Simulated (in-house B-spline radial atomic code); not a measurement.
Solving the quasi-particle equation for 4f of Hf V (Hf4+)

Configuration [Xe] 4f14, start r2SCAN; correlation leaves out the 8 deepest shells. Computed with an all-electron radial atomic-structure program (B-spline basis): all electrons, scalar-relativistic (spin-free one-electron X2C), finite nucleus, each spin shell either full or empty, empty states to l = 9 with an (l + 1/2)⁻⁴ tail; G0W0 by contour deformation at full frequency.

At the mean-field level ε = -58.013 eV the matrix elements are Σx = -82.401 eV, v_xc = -66.767 eV and Σc(ε) = 3.892 eV, and the slope of the correlation self-energy is dΣc/dω = -0.0770. The quasi-particle energy solves E = ε + Σx − v_xc + Σc(E).

Problem. What does the linearised equation give?

Solution. Z = 1/(1 − dΣc/dω) = 1/1.0770 = 0.9285. The first-order shift is Σx − v_xc + Σc(ε) = -82.401 − (-66.767) + (3.892) = -11.742 eV, so E ≈ ε + Z × shift = -58.013 + 0.9285 × (-11.742) = -68.915 eV.

Problem. How does that compare with the full solution and with static screening?

Solution. Solving the equation at full frequency dependence gives E = -68.822 eV, where Σc = 4.825 eV and the weight is 0.911; the linearised value is off by 93 meV. Leaving Z out would give -69.755 eV. Static COHSEX puts -2.216 eV in place of Σc and gives -75.863 eV, 7.04 eV deeper.
